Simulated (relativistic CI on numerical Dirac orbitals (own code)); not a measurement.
Bi5+: computed level list

These numbers are calculated, not measured: Dirac-Coulomb-Breit CI, separate exchange-only KLI orbitals for each configuration, a model potential for QED, valence Slater integrals scaled by 0.85, P86 correlation energy added to each configuration (own radial code, finite nucleus).

Configurations in the expansion (outside the closed core [Xe] 4f14): 5d10, 5d9 6s, 5d9 5f, 5d9 6p, 5d9 5g, 5d9 6d, 5d9 7s, 5d9 7p, 5d9 7d, 5d9 6f, 5d9 8s, 5d9 8p, 5d9 7f, 5d9 8d. Double excitations out of closed p, d and f shells are left out; levels of such configurations are missing from the list, as are those of other unlisted configurations, and high levels can miss mixing partners.

```
No.  Configuration  Term  J   E (eV)    %  Next component (%)         jj configuration (%)
  1           5d10    1S  0   0.0000  100                                     closed (100)
  2         5d9 6s    3D  3  19.5611  100                                 5d5/2^5 6s (100)
  3         5d9 6s    3D  2  20.1206   57               43 1D              5d5/2^5 6s (97)
  4         5d9 6s    3D  1  22.6200  100                         5d3/2^3 5d5/2^6 6s (100)
  5         5d9 6s    1D  2  23.1091   57               43 3D      5d3/2^3 5d5/2^6 6s (97)
  6         5d9 6p   3P°  2  31.4367   65              25 3D°           5d5/2^5 6p1/2 (97)
  7         5d9 6p   3F°  3  31.7501   50              33 1F°           5d5/2^5 6p1/2 (99)
  8         5d9 6p   3F°  2  34.5334   84               6 3P°   5d3/2^3 5d5/2^6 6p1/2 (93)
  9         5d9 6p   3P°  1  34.9411   58              40 3D°   5d3/2^3 5d5/2^6 6p1/2 (69)
 10         5d9 6p   3F°  4  35.2828  100                              5d5/2^5 6p3/2 (100)
 11         5d9 6p   1D°  2  35.7778   63              24 3P°           5d5/2^5 6p3/2 (91)
 12         5d9 6p   1P°  1  36.0790   86              10 3P°           5d5/2^5 6p3/2 (69)
 13         5d9 6p   3D°  3  36.1216   74              25 1F°           5d5/2^5 6p3/2 (99)
 14         5d9 6p   3P°  0  37.8317  100                      5d3/2^3 5d5/2^6 6p3/2 (100)
 15         5d9 6p   3F°  3  38.6168   49              41 1F°  5d3/2^3 5d5/2^6 6p3/2 (100)
 16         5d9 6p   3D°  1  38.7066   57              32 3P°   5d3/2^3 5d5/2^6 6p3/2 (95)
 17         5d9 6p   3D°  2  39.0811   57              25 1D°   5d3/2^3 5d5/2^6 6p3/2 (99)
 18         5d9 6d    3S  1  50.0127   64               33 3P           5d5/2^5 6d3/2 (82)
 19         5d9 6d    3G  4  50.4803   52               44 1G           5d5/2^5 6d3/2 (98)
 20         5d9 6d    3D  2  50.6134   46               45 3P           5d5/2^5 6d3/2 (92)
 21         5d9 6d    3F  3  50.8323   44               35 3D           5d5/2^5 6d3/2 (95)
 22         5d9 6d    1P  1  50.8577   57               25 3D           5d5/2^5 6d5/2 (83)
 23         5d9 6d    3G  5  50.8883  100                              5d5/2^5 6d5/2 (100)
 24         5d9 5f   3P°  0  50.9196  100                              5d5/2^5 5f5/2 (100)
 25         5d9 5f   3P°  1  51.2005   90              10 3D°           5d5/2^5 5f5/2 (78)
 26         5d9 6d    3D  3  51.2610   48               43 1F           5d5/2^5 6d5/2 (95)
 27         5d9 6d    1D  2  51.2926   52               29 3P           5d5/2^5 6d5/2 (92)
 28         5d9 6d    3F  4  51.4010   83               16 1G           5d5/2^5 6d5/2 (98)
 29         5d9 5f   3P°  2  51.6243   63              21 3D°           5d5/2^5 5f7/2 (73)
 30         5d9 5f   3H°  6  51.7953  100                              5d5/2^5 5f7/2 (100)
 31         5d9 6d    3P  0  52.0235   87               12 1S           5d5/2^5 6d5/2 (74)
 32         5d9 5f   3H°  5  52.0749   59              40 1H°           5d5/2^5 5f5/2 (98)
 33         5d9 5f   3F°  2  52.4367   38              37 1D°           5d5/2^5 5f5/2 (78)
 34         5d9 5f   3D°  3  52.4686   54              43 3F°           5d5/2^5 5f5/2 (56)
 35         5d9 5f   3F°  4  52.5967   80              10 1G°           5d5/2^5 5f7/2 (89)
 36         5d9 5f   1G°  4  52.7867   40              35 3G°           5d5/2^5 5f5/2 (87)
 37         5d9 5f   3G°  5  52.8458   78              17 1H°           5d5/2^5 5f7/2 (98)
 38         5d9 5f   1F°  3  53.1144   45              22 3G°           5d5/2^5 5f7/2 (54)
 39         5d9 7s    3D  3  53.1186  100                                 5d5/2^5 7s (100)
 40         5d9 7s    1D  2  53.2395   56               43 3D              5d5/2^5 7s (99)
 41         5d9 6d    1P  1  53.4825   43               27 3D   5d3/2^3 5d5/2^6 6d3/2 (81)
 42         5d9 6d    3G  3  53.5414   83               15 1F   5d3/2^3 5d5/2^6 6d3/2 (98)
 43         5d9 5f   3D°  1  53.5719   85               8 3P°           5d5/2^5 5f7/2 (47)
 44         5d9 6d    3D  1  53.9113   46               43 3P   5d3/2^3 5d5/2^6 6d5/2 (80)
 45         5d9 6d    3F  2  54.0169   53               37 1D   5d3/2^3 5d5/2^6 6d3/2 (96)
 46         5d9 6d    3G  4  54.1079   46               40 1G  5d3/2^3 5d5/2^6 6d5/2 (100)
 47         5d9 6d    3D  2  54.2750   46               27 3F   5d3/2^3 5d5/2^6 6d5/2 (96)
 48         5d9 6d    3F  3  54.4635   51               30 1F   5d3/2^3 5d5/2^6 6d5/2 (98)
 49         5d9 5f   3D°  2  54.7407   38              36 3P°   5d3/2^3 5d5/2^6 5f7/2 (86)
 50         5d9 5f   3H°  4  55.0833   75              14 1G°   5d3/2^3 5d5/2^6 5f5/2 (92)
 51         5d9 5f   1H°  5  55.2759   43              36 3H°   5d3/2^3 5d5/2^6 5f7/2 (98)
 52         5d9 5f   3F°  2  55.5220   62              23 1D°   5d3/2^3 5d5/2^6 5f5/2 (91)
 53         5d9 6d    1S  0  55.6838   82               13 3P   5d3/2^3 5d5/2^6 6d3/2 (72)
 54         5d9 5f   3F°  3  55.6983   40              25 3D°   5d3/2^3 5d5/2^6 5f7/2 (93)
 55         5d9 5f   3G°  4  55.9198   44              36 1G°   5d3/2^3 5d5/2^6 5f7/2 (94)
 56         5d9 5f   3G°  3  56.1882   52              42 1F°   5d3/2^3 5d5/2^6 5f5/2 (94)
 57         5d9 7s    3D  1  56.2039  100                         5d3/2^3 5d5/2^6 7s (100)
 58         5d9 7s    3D  2  56.2883   57               43 1D     5d3/2^3 5d5/2^6 7s (100)
 59         5d9 7p   3P°  2  57.5469   62              28 3D°           5d5/2^5 7p1/2 (97)
 60         5d9 7p   3F°  3  57.6285   47              35 1F°           5d5/2^5 7p1/2 (99)
 61         5d9 5f   1P°  1  58.2532   57       20 5d9 7p 1P°   5d3/2^3 5d5/2^6 5f5/2 (45)
 62         5d9 7p   3F°  4  58.9850  100                              5d5/2^5 7p3/2 (100)
 63         5d9 7p   1D°  2  59.1245   48              30 3P°           5d5/2^5 7p3/2 (97)
 64         5d9 7p   3D°  3  59.2783   75              24 1F°          5d5/2^5 7p3/2 (100)
 65         5d9 7p   3P°  1  59.3036   40              30 1P°           5d5/2^5 7p3/2 (77)
 66         5d9 7p   3F°  2  60.6651   76              21 1D°   5d3/2^3 5d5/2^6 7p1/2 (99)
 67         5d9 7p   1P°  1  60.9134   43              35 3D°   5d3/2^3 5d5/2^6 7p1/2 (92)
 68         5d9 7p   3P°  0  61.8792  100                      5d3/2^3 5d5/2^6 7p3/2 (100)
 69         5d9 7p   3F°  3  62.1477   51              41 1F°  5d3/2^3 5d5/2^6 7p3/2 (100)
 70         5d9 7p   3D°  1  62.1649   53              41 3P°   5d3/2^3 5d5/2^6 7p3/2 (98)
```

Energies count from the lowest computed level; ° marks odd parity. Filled j subshells are mostly left out of the jj labels.

The mean weight of the leading LS term, summed over parents, in these 70 levels is 66 %, and that of the leading jj configuration (from the same eigenvectors) 91 %, so jj coupling describes them better and the LS labels are nominal.

At this charge configurations can still be misplaced by up to about 7 % of their energy. Levels and lines within the n = 5 or 6 shells can be off by up to 10 % or somewhat more, and those that change n by about 2 %, since core polarisation is missing. 19 of the 22 excited levels that our extract of the measured tables holds in this range could be paired (the sources list more); they are missed by 10979 cm⁻¹ on average and 69500 at most, and levels without a partner can miss by more. Levels that differ in their count of f electrons can be misplaced by several ten thousand cm⁻¹, since the correlation energy of f electrons is missing or only estimated; rates across such gaps can be off by orders of magnitude.

LS names give the leading component of a level, which can be under half, so a name can repeat, a term be missing and a line seem to break the LS rules.
